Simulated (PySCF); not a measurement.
# Worked example: oscillator strength and radiative lifetime

Ga(H)(Me)2 (C2H7Ga), SMILES [CH3][GaH][CH3].

Geometry optimised at PBE0-D3(BJ)/def2-SVP. The structure was generated by enumeration; whether it is a known compound was not checked.

PySCF 2.14.0 with TDA-PBE/def2-SVPD puts the first singlet state with f over 0.02 at 6.26 eV (vertical), with the transition dipole (0.000, 0.000, 0.675) in atomic units.

**Question.** Find the oscillator strength, the wavelength and the radiative lifetime that this transition would have in vacuum if emission retraced absorption.

**Answer.** 
|μ|² = 0.4556 au, so |μ| = 1.72 D. ΔE = 6.26/27.211 = 0.2301 hartree. f = (2/3) ΔE |μ|² = 0.070 (the program prints 0.070).
λ = 1239.84/6.26 = 198 nm; ν = 50490 cm⁻¹.
Einstein's coefficient A = 0.6670 ν² f s⁻¹ (ν in cm⁻¹) = 1.2e8 s⁻¹, so τ = 1/A = 8.4 ns. This state is S3; the lower singlets have f = 0.000, 0.002. The figure is the radiative limit of this one transition; relaxation, internal conversion, crossing to triplets and a medium change what is measured.
